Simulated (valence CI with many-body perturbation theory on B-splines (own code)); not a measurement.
**Tc XXIII: what each term of the Hamiltonian does**

Computed by relativistic CI+MBPT: three valence electrons over a frozen Dirac-Fock core [Ar], a basis of 9 s, 9 p, 10 d, 8 f, 5 g, 3 h, 1 i functions for each j, with the one-electron correlation potential Σ1, the two-electron term Σ2, the three-electron term Σ3, Breit, model QED; selected CI, second order for the rest (own B-spline code, finite nucleus).

No measured spectrum was set against this ion. As an estimate, terms of the open shell hold to 2 to 4 % of their energy, and close levels can change places. Only levels of the ground parity were solved; by the run's estimate the other parity begins above the list, which can be wrong where configurations are misplaced.

Each rung adds one term. CI alone is the Dirac-Coulomb CI over the frozen core; QED comes last and gives the full result, which names the levels. Energies are above 3d³ ⁴F_3/2 on the same rung, in cm⁻¹.

Names give the largest LS component (configuration and term), which can be under half, so a name can repeat, a term be missing and a line seem to break the LS rules; names also repeat where a configuration has a term twice. Letters in brackets count levels of one name in rising energy.

```tsv
Level	CI alone	+ Σ1	+ Σ2	+ Σ3	+ Breit	Full
3d³ ⁴F_5/2	20278	20573	21145	21248	19890	19975
3d³ ⁴F_7/2	38950	39436	40142	40235	37501	37635
3d³ ⁴F_9/2	53755	54307	54866	54785	51087	51234
3d³ ⁴P_3/2	65750	65988	62291	62863	62307	62351
3d³ ⁴P_1/2	74283	74644	70670	71278	70096	70173
3d³ ²G_7/2	91427	92034	91551	90841	88095	88241
3d³ ²H_9/2	94999	95628	95569	95455	91975	92126
3d³ ⁴P_5/2	101520	102195	98827	98868	96474	96637
3d³ ²D_3/2 [a]	113276	114017	111222	110730	108581	108757
3d³ ²P_1/2	119970	120758	117045	118570	116020	116207
3d³ ²H_11/2	129637	130466	130384	130456	125613	125806
3d³ ²D_5/2 [a]	140695	141610	138548	137228	133897	134111
3d³ ²G_9/2	142172	143291	143513	143097	138262	138542
3d³ ²P_3/2	160048	161238	158492	159243	155333	155628
3d³ ²F_7/2	175922	176776	171188	171704	168293	168470
3d³ ²F_5/2	175532	176299	170327	170800	168886	169035
3d³ ²D_5/2 [b]	260163	261351	255261	255227	252188	252426
3d³ ²D_3/2 [b]	261129	262236	254817	254722	252348	252556
```

**Question.** How does the ionisation energy move along the ladder, and which term matters most?

**Answer.** CI alone 1026.2, + Σ1 1028.7, + Σ2 1033.6, + Σ3 1033.6, + Breit 1033.3, + QED 1033.3 eV. The largest step is Σ2, 4.9 eV. NIST lists 1032 ± 4 eV (theoretical).
